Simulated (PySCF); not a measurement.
B(H)(F)(OH) (BFH2O), SMILES B(O)F.

The structure is a stationary point at B3LYP-D3(BJ)/def2-TZVP. Other conformers were not sampled.

Vertical ionisation energy (IE) and electron affinity (EA) in eV. Rows of orbital energies are one-electron estimates. Where ΔSCF, EOM or ADC give a negative EA the extra electron is unbound and the value depends on the basis.

```json
[
 {"level": "−ε(HOMO), −ε(LUMO), M06-2X/def2-TZVPD (PySCF)", "IE": "11.55", "EA": "0.04"},
 {"level": "ADC(2)/aug-cc-pVDZ (PySCF)", "IE": "12.29", "EA": "-0.73"}
]
```

Computed lowest 1s main lines (those of the lightest heavy element) from CVS-ADC(2)-x/aug-cc-pVDZ (PySCF, non-relativistic), with pole strengths:
201.0 eV (1.60).

Question: Beyond the first one, list the lowest photoelectron lines from ADC(2)/aug-cc-pVDZ (PySCF) with their pole strengths (two spins summed). (The exact figures need the calculation; the answer reports its results.)

Answer: 12.48 eV (1.76), 13.85 eV (1.75), 15.15 eV (1.77), 16.07 eV (1.79), 17.54 eV (1.80).
